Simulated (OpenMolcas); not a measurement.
## P⁺: input and output

Input:

```
&GATEWAY
Coord
1

P 0.0 0.0 0.0
Basis=ANO-RCC-VTZP
Group=XYZ
NoMove
AngMom=0.0 0.0 0.0
AMFI
&SEWARD
&RASSCF
FileOrb=start.orb
Symmetry=1
Spin=3
nActEl=2 0 0
Inactive=3 3
Ras2=0 3
CIRoot=3 3 1
SDav=3
CIMx=300
Iter=120 100
PrWF=0.3
OrbListing=Nothing
MaxOrb=0
Atom
>>> COPY $Project.JobIph JOB001
&RASSCF
FileOrb=start.orb
Symmetry=1
Spin=1
nActEl=2 0 0
Inactive=3 3
Ras2=0 3
CIRoot=6 6 1
SDav=6
CIMx=300
Iter=120 100
PrWF=0.3
OrbListing=Nothing
MaxOrb=0
Atom
>>> COPY $Project.JobIph JOB002
&RASSI
NrOfJobIphs=2 3 6
1 2 3
1 2 3 4 5 6
IphNames
JOB001
JOB002
EJob
SpinOrbit
DIPRint=1.0
SOCoupling=1000.0
Subsets=2
MEES
Property=10
'ANGMOM' 1 'ANGMOM' 2 'ANGMOM' 3 'MLTPL  1' 1 'MLTPL  1' 2 'MLTPL  1' 3
'AMFI' 1 'AMFI' 2 'AMFI' 3 'MLTPL  2' 6
SOProperty=3
'ANGMOM' 1 'ANGMOM' 2 'ANGMOM' 3
```

A driver script runs the steps one by one and writes start.orb anew before each from the orbitals found so far.

Output, cut to the results:

```
--- SEWARD ---
Basis set label: P.ANO-RCC...5S4P2D1F.

      Electronic valence basis set:
      ------------------
      Associated Effective Charge  15.000000 au
      Associated Actual Charge     15.000000 au
      Nuclear Model: Point charge

      Shell  nPrim  nBasis  Cartesian Spherical Contaminant
         s      17       5        X
         p      12       4        X
         d       5       2                 X
         f       4       1                 X
                  Relativistic Douglas-Kroll-Hess integrals:
                    - DKH order of Hamiltonian: 2
                    - DKH order of Properties : 0
                  Atomic mean-field integrals
--- RASSCF ---
Wave function specifications:
      -----------------------------

      Number of closed shell electrons          12
      Number of electrons in active shells       2
      Max number of holes in RAS1 space          0
      Max nr of electrons in RAS3 space          0
      Number of inactive orbitals                6
      Number of active orbitals                  3
      Number of secondary orbitals              25
      Spin quantum number                      1.0
      State symmetry                             1
Orbital specifications:
      -----------------------

      Symmetry species                           1   2
                                                ag  au
      Frozen orbitals                            0   0
      Inactive orbitals                          3   3
      Active orbitals                            0   3
      RAS1 orbitals                              0   0
      RAS2 orbitals                              0   3
      RAS3 orbitals                              0   0
      Secondary orbitals                        12  13
      Deleted orbitals                           0   0
      Number of basis functions                 15  19
      Number of CSFs                             3
      Number of root(s) required                 3
      Iter CI   SX   CI       RASSCF       Energy    max ROT     max BLB   max BLB  Level Ln srch  Step   QN
          iter iter root      energy       change     param      element    value   shift minimum  type update
 Nr of preliminary CI iterations:   1
        1   1    9    0  -341.14114787    0.00E+00  -1.13E-01*   2   4 1 -1.64E-01*  0.00   0.00    SX    NO
        2   1    9    0  -341.16480083   -2.37E-02*  2.14E-02    3   5 1  1.39E-02*  0.00   0.00    SX    NO
        3   1    8    0  -341.16535155   -5.51E-04*  5.49E-03    3   4 1  5.52E-03*  0.00   0.00    SX    NO
        4   1    7    0  -341.16538995   -3.84E-05*  1.93E-03    3   4 1  6.45E-04*  0.00   0.00    SX    NO
        5   1    7    0  -341.16539291   -2.96E-06*  3.60E-04    3   4 1  3.35E-04*  0.00   0.82    QN   YES
        6   1    6    0  -341.16539318   -2.64E-07* -4.02E-05    3   4 1  7.73E-05   0.00   1.08    QN   YES
        7   1    5    0  -341.16539318   -4.08E-09  -4.52E-06    3   4 1  7.48E-06   0.00   1.09    QN   YES
      Convergence after  7 iterations
        8   1    5    0  -341.16539318   -5.16E-11  -4.52E-06    3   5 1 -2.96E-07   0.00   1.09    QN   YES
      Natural orbitals and occupation numbers for root  1
      sym 2:   0.000000   1.000000   1.000000
      Natural orbitals and occupation numbers for root  2
      sym 2:   1.000000   1.000000   0.000000
      Natural orbitals and occupation numbers for root  3
      sym 2:   1.000000   0.000000   1.000000
::    RASSCF root number  1 Total energy:   -341.16539318
::    RASSCF root number  2 Total energy:   -341.16539318
::    RASSCF root number  3 Total energy:   -341.16539318
--- RASSCF ---
Wave function specifications:
      -----------------------------

      Number of closed shell electrons          12
      Number of electrons in active shells       2
      Max number of holes in RAS1 space          0
      Max nr of electrons in RAS3 space          0
      Number of inactive orbitals                6
      Number of active orbitals                  3
      Number of secondary orbitals              25
      Spin quantum number                      0.0
      State symmetry                             1
Orbital specifications:
      -----------------------

      Symmetry species                           1   2
                                                ag  au
      Frozen orbitals                            0   0
      Inactive orbitals                          3   3
...
--- RASSI ---
SPIN-FREE ENERGIES:
  (Shifted by EMIN (a.u.) =       -341.1653931793)

 SF State       Relative EMIN(au)   Rel lowest level(eV)    D:o, cm**(-1)      L_eff

     1             0.0000000000        0.0000000000              0.0000         1.0
     2             0.0000000000        0.0000000000              0.0000         1.0
     3             0.0000000000        0.0000000000              0.0000         1.0
     4             0.0516261317        1.4048186110          11330.6262         2.0
     5             0.0516261317        1.4048186110          11330.6262         2.0
     6             0.0516261317        1.4048186110          11330.6262         2.0
     7             0.0516261317        1.4048186110          11330.6262         2.0
     8             0.0516261317        1.4048186110          11330.6262         2.0
     9             0.1280222678        3.4836633763          28097.6400         0.0
     Dipole printing threshold changed to   1.00000000E+00
Eigenvalues of complex Hamiltonian:
   -----------------------------------
  (Shifted by EMIN (a.u.) =       -341.1653931793)

 SO State       Relative EMIN(au)   Rel lowest level(eV)    D:o, cm**(-1)     J-value

     1            -0.0012952042        0.0000000000              0.0000        -0.0
     2            -0.0006354988        0.0179514990            144.7886         0.6
     3            -0.0006354988        0.0179514990            144.7886         1.0
     4            -0.0006354988        0.0179514990            144.7886         0.6
     5             0.0006201557        0.0521195978            420.3729         1.1
     6             0.0006201557        0.0521195978            420.3729         1.8
     7             0.0006201557        0.0521195978            420.3729         1.3
     8             0.0006201557        0.0521195978            420.3729         1.8
     9             0.0006201557        0.0521195978            420.3729         1.7
...
```

The J values that RASSI prints are effective ones from its own formula and need not be integers or half-integers; the table below assigns J from the states.

Levels above the lowest, from the spin-orbit matrix, grouped by J:

| Configuration | Term | J | E (cm-1) | Measured (cm-1) | g | Term weight % |
| --- | --- | --- | --- | --- | --- | --- |
| 3s2 3p2 | 3P | 0 | 0.0 | 0.0 |  | 100 |
| 3s2 3p2 | 3P | 1 | 145 | 165 | 1.501 | 100 |
| 3s2 3p2 | 3P | 2 | 420 | 469 | 1.501 | 100 |
| 3s2 3p2 | 1D | 2 | 11618 | 8882 | 1.000 | 100 |
| 3s2 3p2 | 1S | 0 | 28387 | 21576 |  | 100 |

Against the 4 measured excited levels shown (NIST Handbook of Basic Atomic Spectroscopic Data) the mean absolute deviation is 2400 cm-1; the largest miss in energy is 3s2 3p2 1S0: computed 28387, measured 21576 cm-1 (+31.6 %).

Without dynamic correlation excited terms often stand tens of per cent too high (terms of higher spin than the ground term too low), and those without a measured partner can miss by more than the paired ones. With the s shell closed, the reference lacks s² → p² mixing. Measured partners are found by configuration, term and J. A level has none where our copy of the source lacks it or the pairing is in doubt (some pairs that miss far off the trend of their configuration count as doubtful), and it then counts in no deviation. Only configurations of the active space appear.

The term weight is that of the spin-free term in the level, not the purity of its configuration.
